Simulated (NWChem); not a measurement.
Molecule: BHClF; SMILES FBCl

Results from NWChem. Structure relaxed at the PBE0/def2-SVP level. Ions are spin-unrestricted doublets at the neutral geometry; other ion states weren't tried.

Task: Predict the results for B3LYP/def2-SVPD. Quantities: vertical ionisation energy, ΔSCF (eV); −ε(HOMO) (eV).

Result: 
| Property | Value |
|---|---|
| vertical ionisation energy, ΔSCF (eV) | 12.33 |
| −ε(HOMO) (eV) | 9.31 |
